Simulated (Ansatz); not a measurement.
Si19OH26, a nanocrystal with a defect cut from the lattice of silicon (double-bonded O in place of two caps). The state is a singlet with charge 0. Geometry PBE-D4/def2-SVP.

```xyz
46

Si   -3.8929    0.1218   -0.8649
Si   -1.9716   -3.0090   -1.7814
Si   -1.9717    3.4669   -0.4020
Si   -0.0895    0.2550   -1.2069
Si    1.7400    3.6055   -0.8902
Si    0.3313    1.7853    2.2744
Si    3.6284    0.3592   -1.8011
Si   -1.5967   -1.5183    1.8196
Si    2.2137   -1.4390    1.3520
Si    1.8786   -2.8624   -2.3304
Si   -3.9262    2.2604    0.1251
Si   -1.8932   -1.0561   -0.4644
Si    0.0388   -4.2430   -1.8172
Si   -1.4123    0.4419    3.1170
Si    0.0167    2.2680   -0.0011
Si    1.8961   -0.9765   -0.9288
Si    3.8594    2.5622   -0.9442
Si    2.3141    0.5556    2.6023
Si    0.4112   -2.6852    2.2194
O     4.4737   -0.1841   -3.0020
H    -5.0684   -0.6929   -0.3835
H    -4.0234    0.2935   -2.3588
H    -2.2761   -2.5667   -3.1925
H    -3.1119   -3.8794   -1.3123
H    -2.0026    3.7899   -1.8763
H    -1.9374    4.7694    0.3589
H    -0.2647    0.5641   -2.6754
H     1.3673    3.9180   -2.3192
H     1.8267    4.9087   -0.1339
H     0.4025    3.0806    3.0483
H    -2.7659   -2.3395    2.3100
H     3.5029   -2.2088    1.5119
H     1.7396   -2.3714   -3.7470
H     3.1715   -3.6198   -2.1838
H    -5.1256    3.0263   -0.3836
H    -4.0598    2.1320    1.6199
H    -0.0885   -5.3367   -2.8520
H     0.2502   -4.8993   -0.4774
H    -2.7113    1.2033    3.1702
H    -1.0489    0.0343    4.5266
H     4.4185    2.4674    0.4531
H     4.8202    3.3337   -1.8122
H     3.5270    1.3653    2.2219
H     2.4270    0.1986    4.0651
H     0.3819   -4.0725    1.6329
H     0.6014   -2.8062    3.7139
```

Single mean-field runs in def2-SVP, def2-TZVP are fitted with def2-universal-jkfit.

**Question.** Estimate the orbital energies around the gap (eV) in Ansatz with PBE-D4/def2-SVP, BLYP-D4/def2-TZVP, r2SCAN-D4/def2-TZVP, PBE0-D4/def2-SVP, BHLYP-D4/def2-TZVP.

**Answer.** 
```csv
orbital,PBE-D4/def2-SVP,BLYP-D4/def2-TZVP,r2SCAN-D4/def2-TZVP,PBE0-D4/def2-SVP,BHLYP-D4/def2-TZVP
HOMO−9,-7.14,-7.02,-7.43,-8.29,-9.20
HOMO−8,-7.08,-6.94,-7.35,-8.18,-9.08
HOMO−7,-7.05,-6.91,-7.33,-8.16,-9.05
HOMO−6,-7.01,-6.85,-7.27,-8.08,-8.94
HOMO−5,-7.01,-6.83,-7.25,-8.08,-8.91
HOMO−4,-6.92,-6.80,-7.20,-7.99,-8.90
HOMO−3,-6.70,-6.51,-6.93,-7.77,-8.66
HOMO−2,-6.50,-6.34,-6.73,-7.51,-8.30
HOMO−1,-6.39,-6.25,-6.62,-7.38,-8.20
HOMO,-5.68,-5.61,-5.99,-6.83,-7.80
LUMO,-3.25,-3.22,-3.38,-2.57,-1.82
LUMO+1,-2.26,-2.18,-2.31,-1.64,-0.82
LUMO+2,-2.18,-2.08,-2.22,-1.55,-0.71
LUMO+3,-2.10,-2.04,-2.15,-1.47,-0.66
LUMO+4,-2.06,-1.99,-2.09,-1.42,-0.62
LUMO+5,-1.90,-1.87,-1.95,-1.23,-0.47
```
